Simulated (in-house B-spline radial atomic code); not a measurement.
Values are calculated unless marked as measured or tabulated.
# Making a Troullier-Martins s channel for Ti, r_c = 1.22 bohr

Ti, [Ar] 3d2 4s2, non-relativistic LDA (VWN5), spherical and spin-unpolarised, from an all-electron radial atomic-structure program (B-spline basis) (atomic units). The all-electron 3s level is ε = -2.258007 hartree, its outermost node lies just inside 0.41 bohr and its outer maximum at 0.87 bohr.

Inside r_c the pseudo-orbital is u(r) = r^1 exp(p(r)), with p = c0 + c2 r² + c4 r⁴ + … + c12 r¹². The seven coefficients follow from p and its first four derivatives at r_c, from zero curvature of the screened potential at the origin, c4 = −c2²/(2l + 5), and from the norm inside r_c. At r_c the all-electron orbital has P = 0.8756813, P' = -0.9955026, the screened potential V = -2.523194, V' = 4.583425, V'' = -11.6753, and the norm inside is Q = 0.7378759.

Question: What are p, p' and p'' at r_c?

Answer: p = ln(P/r_c^1) = ln(0.8756813/1.22) = -0.33160. p' = P'/P − 1/r_c = -1.13683 − 0.81967 = -1.95650. The radial equation gives p'' = 2(V − ε) − 2(1) p'/r_c − p'² = -0.53037 − (-3.20738) − 3.82791 = -1.15090. Differentiating, p''' = 2V' + 2(1)p'/r_c² − 2(1)p''/r_c − 2p'p'' = 3.9211, and p'''' = 2V'' − 4(1)p'/r_c³ + 4(1)p''/r_c² − 2(1)p'''/r_c − 2p''² − 2p'p''' = -15.868.

For a trial c2 the five matching conditions are linear in c0, c6, c8, c10 and c12, and c2 is varied until the norm inside r_c equals Q. The root nearest zero gives:

```
 n         c_n
 0   0.1128327
 2    0.742065
 4  -0.1101321
 6    -2.05995
 8    2.074462
10   -0.822019
12   0.1205851
```

Question: Check c4 and p(r_c), and find the screened pseudopotential at the origin.

Answer: −c2²/5 = -0.110132, as listed. The terms c_n r_c^n are 0.11283, 1.10449, -0.24398, -6.79228, 10.18085, -6.00455, 1.31103, which sum to -0.33160. Inverting the radial equation, V_l(r) = ε + 1 p'/r + (p'' + p'²)/2, so V_l(0) = ε + (2l + 3) c2 = -2.258007 + 3 × (0.742065) = -0.0318 hartree, finite where the all-electron potential diverges.

Orbitals and screened potentials:

| r (bohr) | P | u | V all-electron | V pseudo |
| --- | --- | --- | --- | --- |
| 0.122 | -0.2245 | 0.1381 | -124.4 | -0.04135 |
| 0.305 | -0.4236 | 0.3649 | -33.48 | -0.3672 |
| 0.488 | 0.3722 | 0.6339 | -15.48 | -1.785 |
| 0.671 | 0.9309 | 0.9127 | -8.724 | -4.165 |
| 0.854 | 1.104 | 1.077 | -5.43 | -5.359 |
| 1.037 | 1.039 | 1.037 | -3.603 | -4.003 |
| 1.22 | 0.8757 | 0.8757 | -2.523 | -2.523 |

Logarithmic derivatives P'/P at R = 1.52 bohr, for energies E around ε:

```json
{"E − ε (hartree)": "-0.5", "all-electron": "0.138054", "pseudo": "0.132821"}
{"E − ε (hartree)": "-0.25", "all-electron": "-0.5063", "pseudo": "-0.508525"}
{"E − ε (hartree)": "-0.1", "all-electron": "-1.04936", "pseudo": "-1.04988"}
{"E − ε (hartree)": "0", "all-electron": "-1.51925", "pseudo": "-1.51925"}
{"E − ε (hartree)": "0.1", "all-electron": "-2.12102", "pseudo": "-2.12197"}
{"E − ε (hartree)": "0.25", "all-electron": "-3.44037", "pseudo": "-3.45092"}
{"E − ε (hartree)": "0.5", "all-electron": "-8.88777", "pseudo": "-9.06989"}
```

Question: With P(R) = 0.583848 and a norm of 0.8984999 inside R, what slope in energy does norm conservation fix?

Answer: d(P'/P)/dE = −2 × (norm inside R)/P(R)² = -5.2717 per hartree·bohr at E = ε, for both atoms, since orbital and norm agree at R. Differences over ±0.1 hartree give -5.3583 (all-electron) and -5.3605 (pseudo), which also hold third-order terms. Half a hartree below ε the two curves differ by -0.0052.
